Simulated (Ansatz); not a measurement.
Breaking the Si3–H4 bond in CdH4Si (SMILES [SiH3][CdH]) (multiplicity 1 held, fragments rigid). Energies count from the point at 1.487 Å.
Geometry at that point (charge 0, multiplicity 1):
```csv
atom,x (Å),y (Å),z (Å)
Cd,-0.5664,-0.3105,-0.0798
H,-2.0453,-1.1213,-0.2881
Si,1.6349,0.8963,0.2303
H,2.2491,0.5938,1.5500
H,1.4709,2.3720,0.1537
H,2.6257,0.5132,-0.8099
```

Restricted levels (R-, RO-) in cc, def2 and unpolarised 6-31G sets keep to the state of the molecule at rest. Unrestricted levels (U-) break spin symmetry where that is lower. Active spaces are followed from a long bond inwards. Curves can end on different states.

Cores are frozen in the correlated methods.

Run with Ansatz (a first-principles code) with Gaussian orbitals. Values without a source in brackets are computed. In def2 rows elements past Kr take small-core potentials, without spin–orbit coupling.

Energies in kJ/mol.

```
R (Å)  R-HF/def2-SVP  U-HF/def2-SVP  U-SCS-MP2/def2-SVP  R-CCSD/def2-SVP  U-CCSD(T)/def2-SVP  FIC-MRCISD+Q on CASSCF(2,2)/def2-SVP
-----  -------------  -------------  ------------------  ---------------  ------------------  ------------------------------------
1.189            129            129                 127              127                 127                                   127
1.338             26             26                  25               26                  26                                    26
1.487              0              0                   0                0                   0                                     0
1.635             16             16                  16               15                  14                                    14
1.784             53             53                  52               50                  49                                    49
2.007            125            125                 122              116                 114                                   114
2.230            202            199                 214              183                 180                                   178
2.602            320            260                 313              273                 270                                   263
2.974            418            281                 345              333                 327                                   316
3.420            512            289                 357              373                 355                                   347
4.014            605            292                 361              394                 361                                   360
4.758            681            293                 363              402                 363                                   363
```

Doubts at one or more of the structures used: a restricted determinant that unrestricted orbitals would lower (R-HF/def2-SVP, R-CCSD/def2-SVP); a spin-contaminated determinant (U-HF/def2-SVP, U-SCS-MP2/def2-SVP, U-CCSD(T)/def2-SVP); other coupled-cluster roots lie near (R-CCSD/def2-SVP); T1 above 0.05 (R-CCSD/def2-SVP, U-CCSD(T)/def2-SVP).
